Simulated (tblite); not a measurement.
Input of a run (GFN2-xTB geometry optimisation, gas phase (tblite 0.8.0)), started from a force field or distance geometry:
```
{"job": {"kind": "relax", "xc": "GFN2-xTB", "basis": "xTB"}, "charge": 0, "multiplicity": 1}
C     -1.956400     1.906900    -0.820600
C     -1.203100     1.023200    -0.498400
C     -0.264700    -0.040700    -0.077100
C     -0.939700    -1.233700     0.531700
C      0.876000     0.536900     0.717600
C      1.676100    -0.468200    -0.117600
N      0.634500    -0.395400    -1.120500
H     -2.627700     2.704800    -1.096500
H     -1.865700    -0.951400     1.085200
H     -0.196600    -1.696300     1.237500
H     -1.204300    -1.947500    -0.283300
H      1.065500     1.590100     0.460400
H      0.842600     0.299300     1.814000
H      2.677500    -0.118400    -0.405600
H      1.700200    -1.417500     0.468100
H      0.778000     0.217000    -1.906500
```

Output (eV, eV/Å):
```
step      E/eV     max force
  0    -550.54792    3.930
  1    -550.91660    1.304
  2    -551.00407    0.940
  3    -551.01993    3.052
  4    -551.07854    0.550
  5    -551.09617    0.380
  6    -551.11044    0.313
  7    -551.11994    0.256
  8    -551.13026    0.205
  9    -551.13566    0.189
 10    -551.14083    0.166
 11    -551.14769    0.287
 12    -551.15663    0.325
 13    -551.16554    0.246
 14    -551.17338    0.223
 15    -551.18100    0.220
 16    -551.18977    0.248
 17    -551.19806    0.234
 18    -551.20426    0.236
 19    -551.21017    0.230
 20    -551.21758    0.261
 21    -551.22650    0.300
 22    -551.23543    0.235
 23    -551.24284    0.209
 24    -551.24874    0.195
 25    -551.25427    0.222
 26    -551.25927    0.167
 27    -551.26305    0.145
 28    -551.26649    0.163
 29    -551.26968    0.291
 30    -551.27478    0.208
 31    -551.28143    0.203
 32    -551.28650    0.194
 33    -551.29221    0.221
 34    -551.29966    0.238
 35    -551.30585    0.220
 36    -551.30836    0.270
 37    -551.31332    0.194
 38    -551.31650    0.137
 39    -551.31992    0.098
 40    -551.32174    0.120
 41    -551.32335    0.089
 42    -551.32551    0.110
 43    -551.32798    0.114
 44    -551.33113    0.110
 45    -551.33462    0.155
 46    -551.33737    0.144
 47    -551.33975    0.140
 48    -551.34233    0.112
 49    -551.34611    0.111
 50    -551.34851    0.111
 51    -551.35208    0.127
 52    -551.35461    0.115
 53    -551.35680    0.103
 54    -551.35836    0.091
 55    -551.35936    0.072
 56    -551.35972    0.191
 57    -551.36016    0.043
 58    -551.36037    0.033
 59    -551.36058    0.045
 60    -551.36070    0.040
 61    -551.36085    0.033
 62    -551.36099    0.024
 63    -551.36114    0.024
 64    -551.36123    0.025
 65    -551.36129    0.021
 66    -551.36136    0.018
 67    -551.36146    0.021
 68    -551.36156    0.019
 69    -551.36162    0.016
 70    -551.36164    0.015
 71    -551.36167    0.014
 72    -551.36170    0.014
 73    -551.36174    0.018
 74    -551.36176    0.015
 75    -551.36177    0.012
 76    -551.36179    0.013
 77    -551.36182    0.015
 78    -551.36187    0.020
 79    -551.36192    0.020
 80    -551.36197    0.021
 81    -551.36204    0.018
 82    -551.36212    0.021
 83    -551.36220    0.021
 84    -551.36227    0.017
 85    -551.36231    0.014
 86    -551.36235    0.016
 87    -551.36238    0.018
 88    -551.36242    0.015
 89    -551.36243    0.008
```

Question: Summarise the run.

Answer: The energy falls by 18.8 kcal/mol over 89 L-BFGS steps, the largest force on an atom goes from 3.93 to 0.008 eV/Å, and the atoms move by 0.669 Å rms after alignment. The bond that changes most is C3–N7 (sp3 carbon bound to nitrogen to secondary amine nitrogen), which lengthens by 0.055 Å. Bonds longer at the end by more than 0.005 Å: 5 of 16; shorter: 9. Among the angles that change most is C5–C6–H15, from 106.5° to 116.5°. Among the dihedrals that turn most is H15–C6–N7–C3, from 81° to 131°. The energy never rose by more than 1e-5 eV on the way. The first step brought 45 % of the lowering.

Question: What are the final bond lengths?

Answer: C1≡C2 1.198 Å, C2–C3 1.451 Å, C3–C4 1.524 Å, C3–C5 1.547 Å, C5–C6 1.533 Å, C6–N7 1.463 Å, C3–N7 1.477 Å, C1–H8 1.049 Å, C4–H9 1.088 Å, C4–H10 1.086 Å, C4–H11 1.088 Å, C5–H12 1.087 Å, C5–H13 1.086 Å, C6–H14 1.096 Å, C6–H15 1.093 Å, N7–H16 1.013 Å. Numbering counts from 1 in the input's order; the species is `C#C[C@]1(C)CCN1`.

Time: 0.38 s wall. Hardware: one thread, Arm Neoverse V2 (aarch64) (shared host).

Its GFN2-xTB frequencies are all real (lowest 99 cm⁻¹). The numbers are those of one conformer.

All values are computed, not measured.
